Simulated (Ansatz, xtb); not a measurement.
Ranking isomers of C5H9AlO2

3 gas-phase structures of C5H9AlO2, from a drawn sample of its isomers (lower ones may exist). Each was relaxed with GFN2-xTB; where two conformers were screened, the lower at r2SCAN-D4/def2-SVP is listed:

A. `C=CC1C[O][AlH][O]C1`, a singlet
B. a singlet given by its coordinates
C. a singlet given by its coordinates

C (Å):

```xyz
17

C    -2.6454    0.9234    0.4411
C    -1.1591    1.2557    0.6167
C    -0.3319    0.1154    0.0900
C    -0.1052   -1.0097    0.8934
C     0.5969   -2.0891    0.3944
Al    1.0171   -0.9695   -2.1498
O     1.0740   -2.1637   -0.7801
O     0.1060    0.1935   -1.0997
H    -2.9063    0.0286    1.0010
H    -2.8701    0.7546   -0.6091
H    -3.2528    1.7503    0.7995
H    -0.9426    1.4191    1.6730
H    -0.9206    2.1578    0.0518
H    -0.4806   -1.0325    1.9016
H     0.7627   -2.9570    1.0462
H     2.4298   -0.4096   -2.4051
H     0.0587   -1.4805   -3.2457
```

Close contacts (Å): C1–C2 1.53, C2–C3 1.50, C3–C4 1.40, C3–O8 1.27, C4–C5 1.38, C5–O7 1.27, Al6–O7 1.82, Al6–O8 1.81, C1–H9 1.09, C1–H10 1.09, C1–H11 1.09, C2–H12 1.09, C2–H13 1.09, C4–H14 1.08, C5–H15 1.10, Al6–H16 1.54, Al6–H17 1.54.

B (Å):

```xyz
17

C    -1.0087   -0.3578    2.6960
C     0.2524    0.0689    1.9431
C     0.1692   -0.3106    0.4893
C    -0.4091    0.5466   -0.4428
C     0.6182   -1.5513    0.0474
Al   -0.0801   -1.1698   -2.6603
O    -0.5500    0.2899   -1.6748
O     0.5548   -1.9606   -1.1501
H    -1.1419   -1.4349    2.6338
H    -0.9356   -0.0773    3.7435
H    -1.8863    0.1208    2.2691
H     1.1222   -0.4105    2.3942
H     0.3777    1.1491    2.0308
H    -0.7747    1.5231   -0.0960
H     1.1050   -0.7977   -3.5728
H    -1.3537   -1.9024   -3.1232
H     1.0646   -2.2366    0.7812
```

Close contacts (Å): C1–C2 1.53, C2–C3 1.50, C3–C4 1.39, C3–C5 1.39, C4–O7 1.27, C5–O8 1.27, Al6–O7 1.82, Al6–O8 1.82, C1–H9 1.09, C1–H10 1.09, C1–H11 1.09, C2–H12 1.09, C2–H13 1.09, C4–H14 1.10, C5–H17 1.10, Al6–H15 1.54, Al6–H16 1.54.

Problem. Estimate their order in r2SCAN-D4/def2-SVP energy at these geometries, lowest first.

Solution. Calculated order at r2SCAN-D4/def2-SVP: C (0.0), B (6.3), A (17.5) kcal/mol.

Energies above the lowest of each column, in kcal/mol; the last columns are at PBE0-D3(BJ)/def2-SVP geometries (a dash: not run or not comparable):

```csv
structure,GFN2-xTB,HF/STO-3G,r2SCAN-D4/def2-SVP,PBE0-D3(BJ)/def2-SVP,CCSD(T)/def2-SVP + ΔMP2/def2-TZVPP
C,0.0,0.0,0.0,0.0,0.0
B,4.9,5.3,6.3,6.8,6.6
A,15.4,9.9,17.5,16.3,–
```

Every level run on C puts it lowest or level with the lowest. Some further structures that were screened fall inside this span and aren't listed. Flexible structures stand in one conformer each, not always the lowest. Frequencies (GFN2-xTB) were run for B, C alone. ΔMP2 is the change of the MP2 energy from the smaller to the larger basis.

Programs: Ansatz 0.2.0, xtb 6.7.1.
